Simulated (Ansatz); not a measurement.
```xyz
11

C     1.0506   -0.3148   -1.3198
Ge    0.1113    0.5664    0.1124
C    -1.1856   -0.3721    1.1835
F     1.2995    1.2335    1.1891
F    -0.6705    1.9666   -0.5539
H     1.7298    0.3972   -1.7888
H     0.3438   -0.6790   -2.0661
H     1.6267   -1.1554   -0.9315
H    -1.9992   -0.7375    0.5558
H    -1.5901    0.3116    1.9299
H    -0.7164   -1.2165    1.6895
```

Charge 0, multiplicity 1.

Problem. List the PBE0/def2-TZVPP orbital energies in eV (Ansatz 0.2.0). (Estimate.)

Solution. Ansatz gave: Occupied: -10860.97, -1359.09, -1208.93, -1208.92, -1208.89, -672.97, -672.97, -278.54, -278.54, -171.96, -121.82, -121.77, -121.67, -35.16, -34.85, -34.57, -34.55, -34.53, -31.93, -31.27, -20.49, -19.92, -15.09, -12.90, -12.40, -12.30, -11.97, -11.76, -11.71, -11.44, -11.06, -10.85, -10.43, -8.99. Lowest empty: 0.62, 1.37, 1.61, 1.80, 2.55, 2.56, 3.02, 3.30.
